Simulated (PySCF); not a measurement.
**r2SCAN0 on S²⁺ (sulfur, charge +2)**

Configuration: [Ne] 3s1 3p2 3d1, one real determinant (an excited configuration). All numbers are calculated (PySCF 2.14, the non-relativistic Hamiltonian (point nucleus), in aug-cc-pV(D+d)Z (5s4p3d, 32 functions)).

| Quantity | Value |
| --- | --- |
| Total energy | -395.9861 hartree |
| One-electron energy | -532.3265 hartree |
| Hartree (Coulomb) energy | 161.2181 hartree |
| Exchange-correlation energy | -24.8777 hartree |
| Kinetic energy | 394.95359 hartree |
| ⟨S²⟩ | 6.0000 |
| ⟨L²⟩ | 7.972 |
| Sum of ⟨r⟩ | 11.03 bohr |
| Sum of ⟨r²⟩ | 17.49 bohr² |
| Traceless quadrupole moment −½Σ⟨3z² − r²⟩ along its main axis | -0.737 e·bohr² |
| Density at the nucleus (Gaussians lack the cusp) | 2590 bohr⁻³ |
| Spin density at the nucleus | 10.1 bohr⁻³ |
| Langevin diamagnetic susceptibility | -13.9 ×10⁻⁶ cm³/mol |

```tsv
shell	electrons	mean orbital energy (eV)	spread (eV)	rms radius, mean of both spins (bohr)
1s α	1	-2467.0	0	0.113
1s β	1	-2466.2	0	0.113
2s α	1	-253.25	0	0.520
2s β	1	-252.32	0	0.520
2p α	3	-195.86	0.053	0.492
2p β	3	-194.71	0.533	0.492
3s α	1	-46.241	0	1.67
3p α	2	-33.660	0	1.84
3d α	1	-16.633	0	2.44
```

⟨L²⟩ = 7.97 against 12 for a pure F term, so this real determinant mixes terms. The outer electron is Rydberg-like, and this basis confines it to a smaller radius and binds it less than a complete one would.
